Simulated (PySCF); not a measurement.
# Electron correlation in I (iodine, neutral)

[Kr] 4d10 5s2 5p4 5d1, one real determinant (an excited configuration). Computed with PySCF 2.14 in aug-cc-pwCVTZ-PP with ECP28MDF, with scalar relativity through the core potential. Frozen: 4s2 4p6 4d10; 7 electrons correlated.

```csv
level,correlation energy (mhartree)
CCSD,-120.08
(T),-4.70
CCSD(T),-124.78
```

Diagnostics: T1 = 0.0090, D1 = 0.0249, largest double amplitude 0.089.

The real determinant used has ⟨L²⟩ near 8 against 12 for a pure F term, so it mixes terms. The outer electron is Rydberg-like, and this basis confines it to a smaller radius and binds it less than a complete one would.

Cost of the coupled-cluster step: of the order of 17 core-seconds, for 7 correlated electrons.

The reference is one real determinant that mixes LS terms of this configuration.
